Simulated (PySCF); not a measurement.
Gas-phase reaction: SnF4 + 4 Cl = SnCl4 + 4 F

Energies from PySCF (xtb for GFN2), thermal terms from the rigid-rotor harmonic-oscillator model, ideal gas at 1 bar. † marks an energy on the PBE0/def2-TZVP geometry and frequencies; other levels use their own. MP2 and CCSD(T) freeze the core. Open shells (unrestricted): Cl (multiplicity 2, electronic degeneracy 6), F (multiplicity 2, electronic degeneracy 6); the rest are closed-shell singlets. GFN2 has no spin-polarisation term. Spin-orbit splitting is ignored; it lowers the true energy and changes the entropy of Cl, F. Sn: scalar-relativistic def2 core potential, no spin-orbit coupling. MP2 isn't extrapolated to the basis-set limit; its ΔH°(298 K) is 435.2 kJ in def2-SVP and 434.8 kJ in def2-TZVPP. CCSD(T) isn't extrapolated to the basis-set limit; its ΔH°(298 K) is 369.3 kJ in def2-SVP and 395.6 kJ in def2-TZVPP. The harmonic model lacks anharmonicity and excited electronic states, which grow with temperature; levels with a mode under 35 cm⁻¹ are left out. Soft modes under 120 cm⁻¹ make the harmonic entropy rough for SnCl4.

```csv
level,"ΔE electronic, kJ","ΔH°(298 K), kJ","ΔS°(298 K), J/K","ΔG°(1800 K), kJ"
CCSD(T)/def2-TZVPP†,401,396,12,364
GFN2-xTB,211,210,-11,226
M06-2X/def2-TZVP†,394,389,12,357
MP2/def2-TZVPP†,440,435,12,403
PBE/def2-SVP,415,410,11,381
PBE/def2-TZVP†,442,437,12,405
PBE0/def2-QZVP†,373,368,12,336
PBE0/def2-TZVP,359,354,12,322
LDA/def2-TZVP†,524,519,12,487
ωB97M-V/def2-TZVP†,379,374,12,342
ωB97X-V/def2-TZVP†,395,390,12,358
```
ΔH° is lowest at GFN2-xTB and highest at LDA/def2-TZVP†. No reference value is set beside these.
